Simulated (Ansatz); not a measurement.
Reactions of `NCS[SiH2]O`.

Gas-phase electronic energies from Ansatz, PBE0-D4/def2-TZVP geometries. CCSD(T)/CBS is the MP2 limit (def2-TZVPP, def2-QZVPP) plus CCSD(T) − MP2 in def2-TZVPP, frozen cores. This one scheme is used for every species. Functionals use def2-TZVPP. B3LYP here is the variant with VWN-RPA as its local correlation; programs differ in this. def2 core potentials past Kr. For Sn outer-core shells are correlated without core-valence functions, which leaves a few kJ/mol of doubt a bond. Each species was taken in one conformer, which may not be the lowest.

| reaction | PBE0-D4 (kJ/mol) | B3LYP-D4 (kJ/mol) | PBE-D4 (kJ/mol) | CCSD(T)/CBS(def2) (kJ/mol) |
| --- | --- | --- | --- | --- |
| `NCS[SiH2]O` + `[SiH3][AlH][SnH3]` → `O[SiH2][AlH][SnH3]` + `NCS[SiH3]` | 43 | 42 | 44 | 41 |
| `NCS[SiH2]O` + `[AlH2][BH]O[SiH3]` → `O[SiH2]BO[SiH3]` + `NC[S][AlH2]` | -44 | -45 | -42 | -47 |
| `NCS[SiH2]O` → `NC(O)[SiH2]S` | 126 | 131 | 123 | 135 |
| `NCS[SiH2]O` → `CS[SiH](N)O` | -125 | -127 | -117 | -133 |
| `NCS[SiH2]O` + `N[Si](O)(Cl)Cl` → `O[SiH2]N[Si](O)(Cl)Cl` + `NCS` | 10 | 3 | 16 | 1 |
| `NCS[SiH2]O` → `OCN[SiH2]S` | 54 | 55 | 56 | 57 |
| `NCS[SiH2]O` → `NC(O)S[SiH3]` | 148 | 154 | 145 | 156 |
| `NCS[SiH2]O` → `C[Si](N)(O)S` | -187 | -189 | -178 | -196 |
| `NCS[SiH2]O` + H₂ → `NCS[SiH3]` + H₂O | 88 | 96 | 92 | 90 |

Largest T1 diagnostic: 0.014, for `[SiH3][AlH][SnH3]`.
